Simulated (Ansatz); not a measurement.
The cluster Li₉H₈⁺: single points at one geometry.

```yaml
crystal:
  periodic: [false, false, false]
  atoms:
    - {symbol: Li, position_ang: [1.550311, -0.255375, -2.849414]}
    - {symbol: Li, position_ang: [-0.617564, 1.085524, -0.163375]}
    - {symbol: Li, position_ang: [-0.041431, -1.379134, -1.103796]}
    - {symbol: Li, position_ang: [0.401778, -0.924042, 1.376907]}
    - {symbol: Li, position_ang: [-3.077385, 2.439243, 1.348284]}
    - {symbol: Li, position_ang: [-0.797780, 1.379694, 2.923963]}
    - {symbol: Li, position_ang: [-2.511428, -0.003720, 1.062054]}
    - {symbol: Li, position_ang: [2.470186, -2.092677, -1.411158]}
    - {symbol: Li, position_ang: [2.178432, 0.238643, -0.424902]}
    - {symbol: H, position_ang: [0.311611, 0.887591, 1.658234]}
    - {symbol: H, position_ang: [0.979409, -1.932466, -2.443400]}
    - {symbol: H, position_ang: [1.571360, -1.436900, 0.171656]}
    - {symbol: H, position_ang: [-2.519550, 1.258201, 2.583571]}
    - {symbol: H, position_ang: [3.039750, -0.411274, -1.819514]}
    - {symbol: H, position_ang: [-1.133662, -0.913034, 0.395685]}
    - {symbol: H, position_ang: [-2.378157, 1.543200, 0.051654]}
    - {symbol: H, position_ang: [0.574121, 0.516536, -1.356448]}
basis:
  gaussian: {orbitals: def2-TZVP, initial_orbitals: start.molden}
total_charge: 1
hamiltonian: {xc: pbe, dispersion: d4}
scf: {omitted_lower_state_checks: [starts]}
output: {orbitals: {seedname: orbitals}}
```

The file start.molden holds the orbitals of an earlier run on this structure, at another level or in another basis.

```sh
$ ansatz run in.yaml --threads 4 --pin off --events-out ev --progress --plain --max-ram 3916MiB
```

Output, abridged:

```
Functional definition: PBE
1513 factors; their error is unknown
mean field evaluation 1: about -1965.3521 eV, gradient 8.4e0 eV
mean field evaluation 2: about -1965.4274 eV, gradient 9.2e-2 eV
mean field evaluation 4: about -1965.4215 eV, gradient 8.8e-5 eV
mean field -1965.42153272 eV, -72.2279091169 hartree, gradient 4.8e-6 eV, S^2 0.000000; 0 other end points of the search recorded, 0 dependent functions left out
reference -1965.42166369 eV, -72.2279139299 hartree; 17, 17 occupied and 157, 157 virtual orbitals, 1513 factors
Total energy: -1965.71378925 eV, -72.2386493463 hartree
Checks for a lower state left out: starts
```

It took 1.9 s on 4 threads of Arm Neoverse V1 on a shared host.

The first input with `hamiltonian: {xc: {name: wB97X-V}}` (abridged; 8.5 s):

```
Functional definition: wB97X-V
mean field -1971.36065525 eV, -72.4461678441 hartree, gradient 8.4e-5 eV, S^2 0.000000
Total energy: -1971.36064888 eV, -72.4461676101 hartree
Checks for a lower state left out: starts
```

As the first input, with `hamiltonian: {xc: {name: BHLYP}, dispersion: d4}` (abridged; 2 s):

```
Functional definition: BHLYP
mean field -1971.85869508 eV, -72.4644704705 hartree, gradient 6.1e-5 eV, S^2 0.000000
Total energy: -1972.20297336 eV, -72.4771224639 hartree
Checks for a lower state left out: starts
```

The first input with `hamiltonian: {xc: pbe0, dispersion: d4}`, `output: {forces: true, orbitals: {seedname: orbitals}}` (abridged; 3.1 s):

```
Functional definition: PBE0
mean field -1966.94691193 eV, -72.2839657689 hartree, gradient 7.2e-5 eV, S^2 0.000000
Total energy: -1967.19874014 eV, -72.2932202850 hartree
Atom 0 force     0.005036    -0.019326     0.051788 eV/Å
Atom 1 force    -0.002284     0.014005    -0.055120 eV/Å
Atom 2 force     0.014780    -0.017102    -0.009243 eV/Å
Atom 3 force     0.029046    -0.031113    -0.019163 eV/Å
Atom 4 force    -0.004870    -0.044548    -0.017885 eV/Å
Atom 5 force     0.011510    -0.002409     0.017368 eV/Å
Atom 6 force    -0.016446     0.002689    -0.026985 eV/Å
Atom 7 force    -0.031020     0.044069    -0.001736 eV/Å
Atom 8 force     0.006308    -0.016986    -0.022628 eV/Å
Atom 9 force    -0.070579    -0.031854    -0.018097 eV/Å
Atom 10 force     0.010412     0.036189     0.040109 eV/Å
Atom 11 force    -0.035223     0.045049    -0.026888 eV/Å
Atom 12 force     0.064031     0.012085    -0.057296 eV/Å
Atom 13 force    -0.055354    -0.011453     0.017055 eV/Å
Atom 14 force     0.035727     0.073715     0.020640 eV/Å
Atom 15 force     0.040075    -0.016444     0.065314 eV/Å
Atom 16 force    -0.001148    -0.036567     0.042765 eV/Å
Dipole moment:    -0.740586     0.785102     1.103955 e Å
Checks for a lower state left out: starts
```

The first input with `gaussian: {orbitals: 6-31G}`, `hamiltonian: {xc: {name: B3LYP}, dispersion: d4}` (abridged; 1.9 s):

```
Functional definition: B3LYP
mean field -1973.58831486 eV, -72.5280328250 hartree, gradient 2.6e-5 eV, S^2 0.000000
Total energy: -1974.04504745 eV, -72.5448174381 hartree
Checks for a lower state left out: starts
```

First input, but with `gaussian: {orbitals: 6-31G}`, `hamiltonian: {xc: hf}` (abridged; 0.6 s):

```
Functional definition: HF
mean field -1949.71607374 eV, -71.6507441450 hartree, gradient 2.0e-5 eV, S^2 0.000000
Total energy: -1949.71607374 eV, -71.6507441450 hartree
Checks for a lower state left out: starts
```

As the first input, with `hamiltonian: {xc: {name: r2SCANh}, dispersion: d4}` (abridged; 4.1 s):

```
Functional definition: r2SCANh
mean field -1970.59970077 eV, -72.4182032828 hartree, gradient 5.3e-6 eV, S^2 0.000000
Total energy: -1970.68719152 eV, -72.4214185086 hartree
Checks for a lower state left out: starts
```

Geometry: PBE-D4/def2-SVP.

B3LYP takes the VWN-RPA correlation. Another isomer (singlet) lies 0.05 eV lower at PBE0-D4/def2-TZVP; other spin states weren't run for this one.
